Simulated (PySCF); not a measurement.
A calculated (B2PLYP, PySCF 2.14, aug-cc-pVTZ, no relativity, point nucleus) atom or ion has these occupied shells.

```json
{"shell": "1s α", "electrons": "1", "orbital energy (eV)": "-5952.7", "rms radius, mean of both spins (bohr)": "0.0743"}
{"shell": "1s β", "electrons": "1", "orbital energy (eV)": "-5952.6", "rms radius, mean of both spins (bohr)": "0.0743"}
{"shell": "2s α", "electrons": "1", "orbital energy (eV)": "-720.19", "rms radius, mean of both spins (bohr)": "0.320"}
{"shell": "2s β", "electrons": "1", "orbital energy (eV)": "-718.37", "rms radius, mean of both spins (bohr)": "0.320"}
{"shell": "2p α", "electrons": "3", "orbital energy (eV)": "-615.05", "rms radius, mean of both spins (bohr)": "0.289"}
{"shell": "2p β", "electrons": "3", "orbital energy (eV)": "-613.33", "rms radius, mean of both spins (bohr)": "0.289"}
{"shell": "3s α", "electrons": "1", "orbital energy (eV)": "-114.07", "rms radius, mean of both spins (bohr)": "0.961"}
{"shell": "3s β", "electrons": "1", "orbital energy (eV)": "-108.92", "rms radius, mean of both spins (bohr)": "0.961"}
{"shell": "3p α", "electrons": "3", "orbital energy (eV)": "-83.251", "rms radius, mean of both spins (bohr)": "1.02"}
{"shell": "3p β", "electrons": "3", "orbital energy (eV)": "-77.356", "rms radius, mean of both spins (bohr)": "1.02"}
{"shell": "3d α", "electrons": "3", "orbital energy (eV)": "-36.549", "rms radius, mean of both spins (bohr)": "1.23"}
{"shell": "4p α", "electrons": "1", "orbital energy (eV)": "-17.673", "rms radius, mean of both spins (bohr)": "3.22"}
```

Name the element and its charge.

Cr²⁺ (chromium, charge +2), in [Ar] 3d3 4p1, one real determinant (an excited configuration).
